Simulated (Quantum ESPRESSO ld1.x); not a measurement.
Problem. All-electron atom: Sc12+ in [He] 2s2 2p5 (the NIST ground configuration). Calculated with ld1.x of Quantum ESPRESSO 7.5: scalar-relativistic Kohn-Sham, BLYP, spin-unpolarised, spherical densities, point nucleus. Some entries of the table are withheld. Estimate them.

orbital  occ.  eigenvalue (Ry)  <r^2> (bohr^2)  r(max) (bohr)
1s          2        -351.2332        0.007150          0.048
2s          2         -59.1960          0.1301            (1)
2p          5         -53.4078          0.1057          0.227
3s          0         -22.1339             (2)            (3)
3p          0         -20.4242             (4)          0.796
3d          0         -18.0925          0.7168          0.667

Solution. 
(1) 2s r(max) (bohr): 0.279
(2) 3s <r^2> (bohr^2): 0.8357
(3) 3s r(max) (bohr): 0.808
(4) 3p <r^2> (bohr^2): 0.8322
